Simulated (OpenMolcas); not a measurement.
## Dy3+: moving the ligands

Dy3+ with 8 ligands (fluoride) in square antiprismatic coordination (D4d) at 2.34 Å. A charge of +0.625 e stands 2.6 Å behind each ligand. Ligand basis ANO-RCC-VDZP.

| Property | Result |
| --- | --- |
| Program | OpenMolcas 26.06 |
| Method | CASSCF |
| Basis | ANO-RCC-VDZP [7s6p4d2f1g] |
| Scalar Hamiltonian | DKH2, point nucleus |
| Active space | 9 electrons in 7 orbitals (4f) |
| State averaging | 2S+1 = 6 odd, 21 roots; 2S+1 = 4 odd, 115 roots kept (CI in the orbitals of an earlier block, 108 in the spin-orbit step); 2S+1 = 2 odd, 82 roots kept (CI in the orbitals of an earlier block, 41 in the spin-orbit step) |
| Spin-orbit coupling | state interaction with AMFI integrals over the reference wave functions |

Runs around this geometry, states. Energies in cm-1 above the lowest state or level, χT in cm3 K/mol.

```csv
R (Å),Ground state,First state of that spin,First gap with spin-orbit (degeneracies),Width of lowest J,χT at 300 K
2.25,2S+1 = 6,42.9,"0.2 (2, 2)",489,13.958
2.34,2S+1 = 6,5.4,"8.9 (2, 2)",430,13.986
2.49,2S+1 = 6,23.7,"6.1 (2, 2)",350,14.014
```

Taking the width of the lowest J multiplet as R^-n, n = -ln(350 / 489) / ln(2.49 / 2.25) = 3.3 between the shortest and longest distance.

High states are left out of the spin-orbit mixing, which shifts the levels that they would mix with. Without dynamic correlation the ligand-field splitting of an f shell can come out too small, at times by half. A group larger than the point group allows holds several states that coincide in this model. No measured value stands beside these numbers; the geometry is a model, was not optimised and need not be the one that this ion takes.

A state without a sure symmetry label is named by its multiplicity alone.
